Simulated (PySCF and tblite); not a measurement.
Results of a calculation; reference values are marked as such.
C9H14, numbered as in [CH2:1]=[CH:2]/[CH:3]=[C:4](\[CH2:5][CH3:6])[CH2:7][CH:8]=[CH2:9].

Search: ETKDG and KDG, MMFF94s, GFN2-xTB, 200 starts; geometries at GFN2-xTB. Weights use PBE0-D3(BJ)/def2-SVP energies plus GFN2-xTB zero-point and thermal terms (modes under about 100 cm⁻¹ blended into free rotors). Symmetry numbers and mirror images are counted. Conformers within 3 kcal/mol (GFN2-xTB free energy) were kept, 10 at most. Run with PySCF (density fitting) and tblite.

Torsions listed: C1–C2–C3–C4, C7–C4–C5–C6, C5–C4–C7–C8, C4–C7–C8–C9. Of a mirror pair one member is shown.

| conformer | shape | symmetry |
| --- | --- | --- |
| 1 | -176°, -93°, -166°, -119° | C1 (pair) |
| 2 | -178°, -93°, -85°, -119° | C1 (pair) |
| 3 | -176°, -102°, 63°, 105° | C1 (pair) |
| 4 | 179°, 93°, 78°, 12° | C1 (pair) |
| 5 | 179°, 80°, -98°, -14° | C1 (pair) |
| 6 | 178°, 93°, 75°, -114° | C1 (pair) |
| 7 | 176°, 98°, -70°, 118° | C1 (pair) |
| 8 | -37°, -80°, -76°, 114° | C1 (pair) |
| 9 | -178°, -92°, 157°, 120° | C1 (pair) |

(1) Which of these conformers is the most populated at 298.15 K, and with what share?

(2) Give the DFT energies and free energies relative to the lowest, and all weights.

(3) How does its share change from 200 K to 400 K?

Answers

(1) Conformer 6, about 29 %. The lead over the next is within the error of the method.

(2) 
```json
{"conformer": "1", "shape": "-176°, -93°, -166°, -119°", "E(DFT) kcal/mol": "0.78", "G(298.15 K) kcal/mol": "0.62", "weight %": "10.4"}
{"conformer": "2", "shape": "-178°, -93°, -85°, -119°", "E(DFT) kcal/mol": "1.40", "G(298.15 K) kcal/mol": "1.34", "weight %": "3.1"}
{"conformer": "3", "shape": "-176°, -102°, 63°, 105°", "E(DFT) kcal/mol": "1.57", "G(298.15 K) kcal/mol": "1.86", "weight %": "1.3"}
{"conformer": "4", "shape": "179°, 93°, 78°, 12°", "E(DFT) kcal/mol": "0.20", "G(298.15 K) kcal/mol": "0.19", "weight %": "21.5"}
{"conformer": "5", "shape": "179°, 80°, -98°, -14°", "E(DFT) kcal/mol": "1.36", "G(298.15 K) kcal/mol": "1.21", "weight %": "3.8"}
{"conformer": "6", "shape": "178°, 93°, 75°, -114°", "E(DFT) kcal/mol": "0.00", "G(298.15 K) kcal/mol": "0.00", "weight %": "29.4"}
{"conformer": "7", "shape": "176°, 98°, -70°, 118°", "E(DFT) kcal/mol": "0.31", "G(298.15 K) kcal/mol": "0.49", "weight %": "12.8"}
{"conformer": "8", "shape": "-37°, -80°, -76°, 114°", "E(DFT) kcal/mol": "3.22", "G(298.15 K) kcal/mol": "3.43", "weight %": "0.1"}
{"conformer": "9", "shape": "-178°, -92°, 157°, 120°", "E(DFT) kcal/mol": "0.41", "G(298.15 K) kcal/mol": "0.30", "weight %": "17.6"}
```

(3) From 37 % to 25 %; the mixing entropy goes from 4.55 to 5.16 cal/(mol K).
